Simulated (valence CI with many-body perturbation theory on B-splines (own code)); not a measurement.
**Sensitivity of CI+MBPT for Re LXIX**

Computed by valence CI with perturbative core correlation (CI+MBPT): five valence electrons over a frozen Dirac-Fock core [He], radial functions for each j: 6 s, 6 p, 5 d, 3 f, 1 g, with the one-electron correlation potential Σ1, the two-electron term Σ2, the three-electron term Σ3, Breit, model QED; selected CI, second order for the rest, scaled by the run's own slope (own B-spline code, finite nucleus).

The last digits are not significant, and no measured levels were compared; by estimate large intervals hold to a few tenths of a per cent, small ones and those within an open d or f shell to about a per cent. Among the levels kept, up to 1800 cm⁻¹ of a level comes from second order outside the variational space, and about a tenth of that is noise between levels of different J, which matters for small intervals.

The reference run has the lowest level (2s^2 2p1/2^2 2p3/2) J=3/2 and an ionisation energy of 17124.4 eV. Its largest variational space holds 9999 state functions.

Levels are named by their leading jj configuration (3d3/2^4 stands for four electrons in 3d with j = 3/2), which in mixed levels can hold well under half, so a name can repeat and another be missing. Letters in brackets count levels of one name in rising energy.

Changed runs:
A. core polarisation of operators on → off; logarithmic knot step 0.27 → 0.4
B. logarithmic knot step 0.27 → 0.33
C. correlating orbitals by l 3 3 3 2 1 → 1 1 2 2 3
D. scale of Σ2 1 → -1 (bad on purpose)

Excitation energies of the reference run in eV, and shifts in cm⁻¹:

```
                       Level  Reference        A       B       C       D
  (2s^2 2p1/2 2p3/2^2) J=3/2     1477.7      -31    +3.3    -309    +279
  (2s^2 2p1/2 2p3/2^2) J=5/2     1500.9      -32    +2.6    -469    -419
  (2s^2 2p1/2 2p3/2^2) J=1/2     1554.8      -32    +2.5    -461   -1233
  (2s 2p1/2^2 2p3/2^2) J=5/2     1831.6      -14     +32   -1216   +4860
  (2s 2p1/2^2 2p3/2^2) J=1/2     1939.9      -15     +32   -1286   +5186
  (2s 2p1/2^2 2p3/2^2) J=3/2     1941.2      -15     +32   -1299   +8118
        (2s^2 2p3/2^3) J=3/2     3035.9      -63    +6.4    -823   -1193
(2s 2p1/2 2p3/2^3) J=3/2 [a]     3337.7      -48     +33   -1377   +3464
    (2s 2p1/2 2p3/2^3) J=5/2     3379.3      -49     +33   -1576   +4149
    (2s 2p1/2 2p3/2^3) J=1/2     3446.2      -49     +33   -1560   +7310
(2s 2p1/2 2p3/2^3) J=3/2 [b]     3454.2      -50     +32   -1563   +6620
     (2p1/2^2 2p3/2^3) J=3/2     3844.6      -33     +59   -2574  +13514
      Ionisation energy (eV)    17124.4  -0.0008  +0.001  +0.053   -0.14
```
